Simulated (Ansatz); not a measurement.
Reactions of `C#[C][GaH][SH]`.

Gas-phase electronic energies from Ansatz, PBE0-D4/def2-TZVP geometries. CCSD(T)/CBS is the MP2 limit (def2-TZVPP, def2-QZVPP) plus CCSD(T) − MP2 in def2-TZVPP, frozen cores. This one scheme is used for every species. DFT in def2-TZVPP. B3LYP here is the variant with VWN-RPA as its local correlation; programs differ in this. For Ga outer-core shells are correlated without core-valence functions, which leaves a few kJ/mol of doubt a bond. Scalar relativity is left out up to krypton. Each species was taken in one conformer, which may not be the lowest.

```json
{"reaction": "`C#[C][GaH][SH]` + CH₄ → `C#[C][GaH][CH3]` + H₂S", "CCSD(T)/CBS(def2) (eV)": "1.17"}
{"reaction": "`C#[C][GaH][SH]` + CH₃OH → `C[O][GaH][SH]` + `C#C`", "CCSD(T)/CBS(def2) (eV)": "-0.19"}
{"reaction": "`C#[C][GaH][SH]` + H₂O → `[OH][GaH][SH]` + `C#C`", "CCSD(T)/CBS(def2) (eV)": "?"}
{"reaction": "`C#[C][GaH][SH]` + `[SiH3]OBCl` → `C#[C][GaH][Cl]` + `[SiH3]OBS`", "CCSD(T)/CBS(def2) (eV)": "0.03"}
```

(1) Fill in the missing values. (Best estimate.)

Largest T1 diagnostic: 0.014, for `C[O][GaH][SH]`.

Results:

(1) Computed: `C#[C][GaH][SH]` + H₂O → `[OH][GaH][SH]` + `C#C`: -0.18 eV.
